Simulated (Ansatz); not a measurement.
Ideal-gas functions of BClH$_{2}$O$_{2}$ (`OB(O)Cl`) at 298.15 K and 1 bar, from an Ansatz frequency run at PBE0-D4/def2-TZVP.

Molar mass 80.28 g/mol, point group Cs (symmetry number 1), electronic degeneracy 1, moments of inertia 49.351, 108.262, 157.613 u Å². Harmonic wavenumbers (cm⁻¹, unscaled): 337, 395, 491, 545, 621, 654, 1000, 1015, 1295, 1476, 3872, 3903.

Use S(trans) = R[1.5 ln M + 2.5 ln T − 1.1517]; rotational temperatures θ = 24.2544 K / I; S(rot) = R[ln(√π/σ · √(T³/θAθBθC)) + 1.5]; for each mode x = 1.438777 ν̃/T, S = R[x/(eˣ − 1) − ln(1 − e⁻ˣ)] and H = RT x/(eˣ − 1); 1 cm⁻¹ = 0.0119627 kJ/mol; R = 8.31446 J/(mol·K).

By hand: the entropy, in J/(mol·K).

Translation 163.6. Rotation: θ = 0.4915, 0.224, 0.1539 K, giving 105.2. Vibration, mode by mode: 5.13, 4.11, 2.85, 2.32, 1.74, 1.53, 0.39, 0.37, 0.12, 0.05, 0.00, 0.00, in all 18.6. Electronic 0.0. Sum 287.4 J/(mol·K).

By hand: H − E and G − E in kJ/mol, counted from the electronic energy.

Zero-point energy ½ × 15604 × 0.0119627 = 93.3; thermal vibration 3.9; translation, rotation and pV give 4 RT = 9.9. H − E = 107.1 kJ/mol, and G − E = 107.1 − 298.15 × 287.4/1000 = 21.4 kJ/mol.

Vibration gives 6 % of the entropy. The sum counts one conformer and one mirror image; others add a mixing term.
